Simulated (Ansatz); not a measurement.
Two isomers of ClH6NSi2: A = `N[SiH2][SiH2]Cl`, B = `N[SiH]([SiH3])Cl`.

Isolated molecules relaxed with PBE0-D4/def2-TZVP in Ansatz; ΔE leaves out vibrations. CCSD(T)/CBS adds triple-zeta CCSD(T) − MP2 to the extrapolated MP2 energy (def2 sets, frozen cores). DFT in def2-TZVPP. B3LYP here is the variant with VWN-RPA as its local correlation; programs differ in this. Each species was taken in one conformer, which may not be the lowest.

A:

```xyz
10

N     1.012   -1.365   -0.366
Si   -0.504   -0.795    0.208
Si   -0.299    1.535    0.330
Cl    0.601    2.136   -1.441
H     1.444   -0.899   -1.148
H     1.223   -2.350   -0.367
H    -0.757   -1.378    1.554
H    -1.697   -1.115   -0.635
H     0.578    1.989    1.439
H    -1.602    2.241    0.427
```

B:

```xyz
10

N     1.3901    1.0016    0.5082
Si   -0.2708    0.7719    0.1957
Si   -0.5981   -1.3331   -0.7635
Cl   -1.4860    0.8324    1.8868
H     1.9281    0.2835    0.9663
H     1.7438    1.9187    0.7319
H    -0.7184    1.9101   -0.6418
H    -2.0503   -1.6245   -0.8788
H     0.0357   -2.3611    0.1075
H     0.0258   -1.3996   -2.1123
```

(1) Which is lower in electronic energy at CCSD(T)/CBS, and by how much? (Best estimate.)

(2) Give E(B) − E(A) in kJ/mol with B3LYP, ωB97M-V, LDA (SPW92), CCSD(T)/def2-SVP, PBE0-D4, PBE-D4, CCSD/def2-TZVPP. (Best estimate.)

(3) Does the order hold for the free energy at 298.15 K (harmonic terms from PBE0-D4)? (An estimate is asked.)

Largest T1 diagnostic: 0.011.

Results:

(1) Ansatz gave: B, by 21.3 kJ/mol.

(2) Computed: B3LYP -21.5, ωB97M-V -22.0, LDA (SPW92) -25.3, CCSD(T)/def2-SVP -23.4, PBE0-D4 -22.3, PBE-D4 -23.4, CCSD/def2-TZVPP -21.1. None reverses the order clearly.

(3) Ansatz gave: Yes: G(B) − G(A) = -21.0 kJ/mol, for one conformer each. Modes under 60 cm⁻¹, often nearly free rotors, make the harmonic entropy too high.

Leaving LDA and LC-ωPBE aside and taking each functional with its dispersion term where it has one, the values, not all of them listed here, spread over 2.9 kJ/mol, from PBE-D4 to BHLYP-D4. In def2-TZVPP, CCSD(T) changes the Hartree–Fock value by −3.5 kJ/mol (the triples alone add −0.9 kJ/mol) and MP2 by −3.4 kJ/mol.
